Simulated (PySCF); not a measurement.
InF₂, SMILES [F][In+][F], charge +1.

Coordinates come from a r2SCAN-D4/def2-TZVP optimisation. The spin state was assumed, not searched. The isomer is the one that the SMILES or the coordinates give; other isomers of the formula were not compared. The def2 effective core potentials stand for the cores of In; spin–orbit coupling is left out.

These are TDA-M06-2X/def2-SVPD (PySCF) values and carry that method's errors.

Vertical excitations; the highest root listed may be one member of a degenerate set.  State labels are in the subgroup D2h.

Computed lowest excited states:
```csv
state,symmetry,energy (eV),λ (nm),f,main pairs
S1,B3g,5.86,211,0.000,HOMO→LUMO (degenerate set)
S2,B2g,5.86,211,0.000,HOMO−1→LUMO (degenerate set)
S3,B3u,6.41,193,0.026,HOMO−2→LUMO (degenerate set)
S4,B2u,6.41,193,0.026,HOMO−3→LUMO (degenerate set)
S5,B1u,8.11,153,0.190,"HOMO−4→LUMO 65 %, HOMO−1→LUMO+2 16 %, HOMO→LUMO+1 16 %"
S6,Ag,8.68,143,0.000,"HOMO−5→LUMO 71 %, HOMO−2→LUMO+2 13 %, HOMO−3→LUMO+1 13 %"
S7,Au,9.21,135,0.000,"HOMO→LUMO+2 49 %, HOMO−1→LUMO+1 49 %"
S8,Au,9.27,134,0.000,"HOMO−1→LUMO+1, HOMO→LUMO+2 (degenerate set)"
S9,B1u,9.27,134,0.000,"HOMO→LUMO+1, HOMO−1→LUMO+2 (degenerate set)"
S10,B1g,9.66,128,0.000,"HOMO−3→LUMO+2 49 %, HOMO−2→LUMO+1 49 %"
T1,B3g,5.39,230,0,HOMO→LUMO (degenerate set)
T2,B2g,5.39,230,0,HOMO−1→LUMO (degenerate set)
T3,B2u,5.87,211,0,HOMO−3→LUMO (degenerate set)
T4,B3u,5.87,211,0,HOMO−2→LUMO (degenerate set)
```
Triplets are in the Tamm–Dancoff approximation.
